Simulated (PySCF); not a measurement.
# How methods differ on the excitation energy of Mo+

Mo+ [Kr] 4d5 (6S) → Mo+ [Kr] 4d4 5s1 (6D), as a difference of total energies. Calculation: PySCF 2.14, in x2c-QZVPPall; the spin-free X2C one-electron Hamiltonian (Gaussian nucleus). Correlated levels: valence: [Kr] frozen; valence and next inner shell: [Ar] 3d10 frozen. The calculations carry no spin-orbit coupling.

| method | excitation energy (eV) | error (eV) |
| --- | --- | --- |
| UHF | 1.395 | -0.192 |
| LDA | 1.476 | -0.111 |
| PBE | 1.528 | -0.059 |
| PBE0 | 1.626 | +0.039 |
| r2SCAN | 1.467 | -0.120 |
| wB97X | 1.822 | +0.235 |
| BLYP | 1.358 | -0.229 |
| PW91 | 1.510 | -0.077 |
| MP2 (valence) | 1.603 | +0.016 |
| SCS-MP2 (valence) | 1.465 | -0.122 |
| MP2 (valence and next inner shell) | 1.593 | +0.006 |
| SCS-MP2 (valence and next inner shell) | 1.505 | -0.082 |

Reference: 1.587 eV (measured; NIST levels, between the centres of gravity of the two terms).

Errors of the correlated levels include the incompleteness of this basis and the frozen core.

The basis was made for the ground configuration and has no added diffuse functions, so the excitation energy can come out too high.
